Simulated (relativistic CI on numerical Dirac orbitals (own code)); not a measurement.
**Hyperfine structure of K¹³⁺, mass number 39**

Computed by Dirac-Coulomb-Breit CI, orbitals from a KLI potential per configuration, model QED, unscaled Slater integrals (own radial code, finite nucleus).

CI space (outside the closed core 1s2): 2s²2p², 2s2p³, 2p⁴, 2p³3s, 2p³3p, 2p³3d, 2s²2p3s, 2s²2p3p, 2s²2p3d, 2s2p²3s, 2s2p²3p, 2s2p²3d, 2s²2p4s, 2s²2p4p, 2s²2p4d, 2s²2p4f. Levels of other configurations are missing.

Nuclear spin I = 3/2, μ = 0.39147 μN, Q = 0.0603 b (tables of Stone and Pyykkö). The electronic factors are computed for point nuclear moments, without core polarisation or the Bohr-Weisskopf and QED corrections.

| Level | E (cm⁻¹) | A (MHz) | B (MHz) |
| --- | --- | --- | --- |
| 2s²2p² ³P1 | 13173 | 35.43 | 545 |
| 2s²2p² ³P2 | 28211 | 3575 | -991 |
| 2s²2p² ¹D2 | 98697 | 4465 | 2070 |
| 2s2p³ ⁵S°2 | 242815 | 11230 | 0.147 |
| 2s2p³ ³D°2 | 461262 | 6979 | 730 |
| 2s2p³ ³D°1 | 462020 | -7079 | 378 |
| 2s2p³ ³D°3 | 463384 | 11370 | -10.9 |
| 2s2p³ ³P°1 | 541572 | 15680 | -387 |

Levels with J = 0, under 50 % of one LS term, or S terms without an open s electron are left out. Small factors come from cancelling terms and can be off by tens of per cent or more.

At this charge energies of transitions that change n are usually good to better than 1 %, and those within a shell (Δn = 0) to a few per cent.

Task: Give the hyperfine levels of 2s²2p² ³P2 relative to its centre of gravity.

Result: With K = F(F + 1) − I(I + 1) − J(J + 1), E = AK/2 + B[¾K(K + 1) − I(I + 1)J(J + 1)]/[2I(2I − 1)J(2J − 1)]: F = 1/2: -16960, F = 3/2: -10730, F = 5/2: -1168, F = 7/2: 10480 MHz.

LS names give the leading component of a level, which can be under half, so a name can repeat, a term be missing and a line seem to break the LS rules.
